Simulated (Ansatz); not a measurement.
```yaml
crystal:
  periodic: [false, false, false]
  atoms:
    - {symbol: C, position_ang: [-1.254469, -0.403912, -0.023267]}
    - {symbol: N, position_ang: [-0.228868, 0.297316, -0.070989]}
    - {symbol: B, position_ang: [1.138186, 0.444628, 0.089691]}
    - {symbol: F, position_ang: [1.643006, 0.934741, 1.213512]}
    - {symbol: Cl, position_ang: [2.233548, 0.103533, -1.246231]}
    - {symbol: H, position_ang: [-2.226464, 0.005311, -0.315239]}
    - {symbol: H, position_ang: [-1.243639, -1.449717, 0.306723]}
basis:
  gaussian: {orbitals: "6-31++G**"}
magnetization: {spin_polarized: true, initial_magnetization: 2}
hamiltonian: {xc: {name: PBE0-DH}}
```

```sh
$ ansatz run in.yaml --threads 2 --pin off --events-out ev --progress --plain --max-ram 4352MiB
```

Output, abridged:

```
Functional definition: PBE0-DH
964 factors; integrals over basis functions are off by at most 1.1e-3 eV
mean field evaluation 1: about -18449.9585 eV, gradient 4.2e1 eV
mean field evaluation 2: about -18450.0201 eV, gradient 4.2e1 eV
mean field evaluation 4: about -18458.9874 eV, gradient 6.5e0 eV
mean field evaluation 8: about -18459.6614 eV, gradient 6.2e-1 eV
mean field evaluation 16: about -18459.6724 eV, gradient 2.2e-2 eV
mean field evaluation 64: about -18459.6702 eV, gradient 2.2e-1 eV
mean field -18459.67242922 eV, -678.3804493586 hartree, gradient 6.4e-6 eV, S^2 2.009343; 3 other end points of the search recorded, 0 dependent functions left out
9 core orbitals not correlated: weight in the atoms' cores, before any rotation towards them, 1.000 or more for the frozen orbitals, at most 0.000 for the correlated occupied ones
reference -18459.67247118 eV, -678.3804509004 hartree; 15, 13 occupied and 87, 89 virtual orbitals, 964 factors
second order -21.72242829 eV of doubles, -0.00000000 eV of singles
Total energy: -18462.38777471 eV, -678.4802364648 hartree
```

It took 8 s on 2 threads of an Arm Neoverse V2 on a shared host, with 0.42 GiB of host memory at the peak.
